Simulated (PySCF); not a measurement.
## Dipole response of Al²⁺ (aluminium, charge +2)

[Ne] 3s1, 2S determinant. Calculation: PySCF 2.14, in aug-cc-pCVQZ-DK (10s9p7d5f3g, 134 functions); the spin-free X2C one-electron Hamiltonian (Gaussian nucleus). Coupled (time-dependent) response in atomic units; α is the mean over directions.

```tsv
method	mean α (bohr³)	C₆ (like pair)	S(−4)
wB97X-V	14.36	39.49	237.0
```

S(−4) is the Cauchy moment in α(ω) = α(0) + S(−4) ω² + …

α(iu) at wB97X-V:

| u (hartree) | α(iu) (bohr³) |
| --- | --- |
| 0 | 14.36 |
| 0.0500 | 13.80 |
| 0.100 | 12.34 |
| 0.200 | 8.712 |
| 0.300 | 5.910 |
| 0.500 | 3.026 |
| 0.750 | 1.661 |
| 1.00 | 1.091 |
| 1.50 | 0.6341 |
| 2.00 | 0.4502 |
| 3.00 | 0.2883 |
| 5.00 | 0.1616 |

A single London oscillator, α(iu) = α/(1 + u²/ω²), gives C₆ = (3/4) ω α². Matching the computed C₆ needs ω = 4 × 39.49 / (3 × 14.36²) = 0.255 hartree.

For an ion, C₆ is the dispersion term alone; charge-induced terms of lower order in 1/R come first.
